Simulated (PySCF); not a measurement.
# `CN(C)C(=O)[Si@](C)([SiH3])C#N`: 4 charge schemes on one density

C₅H₁₂N₂OSi₂.
Cartesian coordinates in Å at the GFN2-xTB level; atoms count from 1:
```xyz
22
C5H12N2OSi2 angstrom
C     -2.0589   -0.5591   -0.4793
N     -1.5362    0.2408    0.5945
C     -2.5237    0.7346    1.5298
C     -0.2386    0.5356    0.7648
O      0.1517    1.2239    1.7085
Si     1.2248   -0.0603   -0.3456
C      1.4190   -1.9586   -0.2056
Si     2.9228    1.2915    0.4722
C      0.7227    0.2066   -2.1359
N      0.4402    0.4075   -3.2301
H     -1.2825   -0.7876   -1.2047
H     -2.8580   -0.0156   -0.9900
H     -2.4748   -1.4941   -0.0909
H     -3.2417    1.3781    1.0170
H     -3.0578   -0.0994    1.9901
H     -2.0066    1.3066    2.2981
H      2.2870   -2.2904   -0.7688
H      1.5727   -2.2469    0.8311
H      0.5582   -2.5093   -0.5779
H      2.5547    2.7042    0.4612
H      3.2947    0.8749    1.8235
H      4.1201    1.1364   -0.3691
```

Density: PBE0/pcSseg-1 (PySCF); schemes: Mulliken, IAO, Hirshfeld and ESP-fitted. Isolated species at its GFN2-xTB geometry (one conformer only).

Q: Atoms with like bonding are taken together and averaged. Which atoms carry the lowest charge in the Mulliken, IAO, Hirshfeld and ESP-fitted schemes?

A: The schemes don't all agree: Mulliken N2 (-0.646); IAO C7 (-0.693); Hirshfeld O5 (-0.267); ESP-fitted C7 (-0.543).

Q: Do the Mulliken, IAO, Hirshfeld and ESP-fitted schemes agree on where the charge is highest?

A: All schemes agree: Mulliken Si6 (+0.576); IAO Si6 (+0.692); Hirshfeld Si6 (+0.333); ESP-fitted Si6 (+0.401).

Q: At which atom do the 4 schemes differ most?

A: At N2: from -0.646 (Mulliken) to +0.104 e (ESP-fitted), 0.750 e apart.

Q: Give the atomic charges in each scheme.

A: In e; atoms taken as equivalent share a row and are averaged (×n: the atom named and its like, n in all):

```json
{"atom": "C1", "environment": "N-methyl carbon", "Mulliken": "-0.061", "IAO": "-0.303", "Hirshfeld": "-0.058", "ESP-fitted": "-0.513"}
{"atom": "N2", "environment": "nitrogen bound to a carbonyl carbon", "Mulliken": "-0.646", "IAO": "-0.146", "Hirshfeld": "-0.033", "ESP-fitted": "+0.104"}
{"atom": "C3", "environment": "N-methyl carbon", "Mulliken": "-0.080", "IAO": "-0.321", "Hirshfeld": "-0.064", "ESP-fitted": "-0.280"}
{"atom": "C4", "environment": "carbonyl carbon", "Mulliken": "+0.273", "IAO": "+0.170", "Hirshfeld": "+0.076", "ESP-fitted": "+0.200"}
{"atom": "O5", "environment": "carbonyl oxygen", "Mulliken": "-0.462", "IAO": "-0.511", "Hirshfeld": "-0.267", "ESP-fitted": "-0.471"}
{"atom": "Si6", "environment": "four-coordinate silicon", "Mulliken": "+0.576", "IAO": "+0.692", "Hirshfeld": "+0.333", "ESP-fitted": "+0.401"}
{"atom": "C7", "environment": "Si-methyl carbon", "Mulliken": "-0.594", "IAO": "-0.693", "Hirshfeld": "-0.203", "ESP-fitted": "-0.543"}
{"atom": "Si8", "environment": "SiH3 silicon", "Mulliken": "+0.334", "IAO": "+0.333", "Hirshfeld": "+0.226", "ESP-fitted": "+0.182"}
{"atom": "C9", "environment": "cyano carbon", "Mulliken": "-0.223", "IAO": "-0.156", "Hirshfeld": "-0.036", "ESP-fitted": "+0.142"}
{"atom": "N10", "environment": "cyano nitrogen", "Mulliken": "-0.207", "IAO": "-0.205", "Hirshfeld": "-0.203", "ESP-fitted": "-0.394"}
{"atom": "H11/H12/H13", "environment": "methyl hydrogen", "Mulliken": "+0.134", "IAO": "+0.150", "Hirshfeld": "+0.047", "ESP-fitted": "+0.177"}
{"atom": "H14/H15/H16", "environment": "methyl hydrogen", "Mulliken": "+0.129", "IAO": "+0.157", "Hirshfeld": "+0.048", "ESP-fitted": "+0.120"}
{"atom": "H17/H18/H19", "environment": "methyl hydrogen", "Mulliken": "+0.153", "IAO": "+0.165", "Hirshfeld": "+0.049", "ESP-fitted": "+0.147"}
{"atom": "H20/H21/H22", "environment": "Si–H hydrogen", "Mulliken": "-0.053", "IAO": "-0.091", "Hirshfeld": "-0.068", "ESP-fitted": "-0.053"}
```

Mean size of the charges over all atoms: IAO 0.237 e, Mulliken 0.221 e, ESP-fitted 0.215 e, Hirshfeld 0.097 e. Each set sums to the total charge, 0, to within 0.001 e. The IAO scheme projects the occupied orbitals on a minimal set of polarised atomic orbitals and counts the electrons in each atom's part of it. The Hirshfeld scheme weights the molecular density at each point by an atom's share of the summed free-atom densities.

Some averages cover members that differ in this geometry: H20/H21/H22, ESP-fitted -0.084 to -0.037; H11/H12/H13, Mulliken +0.117 to +0.160; H14/H15/H16, IAO +0.143 to +0.182; H20/H21/H22, IAO -0.112 to -0.078 e.

Q: How many electrons does the Mulliken scheme count on Si8?

A: Z − q = 14 − (+0.334) = 13.666.

Q: Sum the charges by element, for elements with more than one atom.

A: 
```csv
element,atoms,Mulliken,IAO,Hirshfeld,ESP-fitted
C,5,-0.685,-1.303,-0.285,-0.994
N,2,-0.854,-0.351,-0.236,-0.291
Si,2,+0.911,+1.025,+0.558,+0.583
H,12,+1.090,+1.141,+0.230,+1.172
```

Q: How closely do the schemes follow one another over all atoms?

A: Correlation coefficient and root-mean-square difference: IAO with Hirshfeld 0.93, 0.180 e; IAO with ESP-fitted 0.89, 0.131 e; Mulliken with IAO 0.89, 0.138 e; Mulliken with Hirshfeld 0.84, 0.190 e; Hirshfeld with ESP-fitted 0.84, 0.167 e; Mulliken with ESP-fitted 0.69, 0.218 e.

The run behind these numbers computed NMR shieldings as well. Hardware: Arm Neoverse N1, one thread, no GPU, shared host with 64 logical CPUs at a one-minute load of 61. Cost: 2.1 min wall, 1.1 GiB resident at most.
